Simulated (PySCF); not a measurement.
Members of one family of related compounds. Method used: PySCF, TDDFT CAM-B3LYP/def2-SVPD, vertical, gas phase, core orbitals frozen in the response. Geometries: PBE0-D3(BJ)/def2-SVP; one conformer of each isolated species. Triplets are in the Tamm–Dancoff approximation.

Task: Rank by computed lowest singlet excitation energy, highest first.
A. `C[CH2][Al]([NH2])[CH2]C` (AlEt2(NH2))
B. `C[CH2][Al]([Cl])[CH2]C` (AlEt2Cl)
C. `C[CH2][Al]([CH3])[CH2]C` (AlEt2Me)
D. `C[CH2][Al]([F])[CH2]C` (AlEt2F)

Result: A (6.06 eV), D (5.64 eV), B (5.41 eV), C (5.09 eV).

```csv
SMILES,S1 (eV),HOMO (eV),T1 (eV),gap (eV),α (au),S1 mainly
C[CH2][Al]([NH2])[CH2]C,6.06,-8.35,5.75,8.77,84.0,H→L+1 (97%)
C[CH2][Al]([F])[CH2]C,5.64,-8.68,5.35,8.94,73.9,H→L+1 (94%)
C[CH2][Al]([Cl])[CH2]C,5.41,-8.74,5.14,8.96,88.1,H→L+1 (55%)
C[CH2][Al]([CH3])[CH2]C,5.09,-8.28,4.80,8.59,88.3,H→L (96%)
```

H and L stand for HOMO and LUMO.

- `C[CH2][Al]([NH2])[CH2]C`: Löwdin shares by element: HOMO carbon 55% or more, aluminium 17% (atoms not listed hold the other 28%); LUMO aluminium 58% (atoms not listed hold the other 42%).
- `C[CH2][Al]([F])[CH2]C`: Löwdin shares by element: HOMO carbon 55% or more, aluminium 17% (atoms not listed hold the other 29%); LUMO aluminium 60%, carbon 11% or more (atoms not listed hold the other 29%).
- `C[CH2][Al]([Cl])[CH2]C`: Löwdin shares by element: HOMO carbon 52% or more, aluminium 16% (atoms not listed hold the other 31%); LUMO aluminium 53%, carbon 15% or more, chlorine 11% (atoms not listed hold the other 22%).
- `C[CH2][Al]([CH3])[CH2]C`: Löwdin shares by element: HOMO carbon 56% or more, aluminium 17% (atoms not listed hold the other 27%); LUMO aluminium 42%, carbon 24% or more (atoms not listed hold the other 34%).
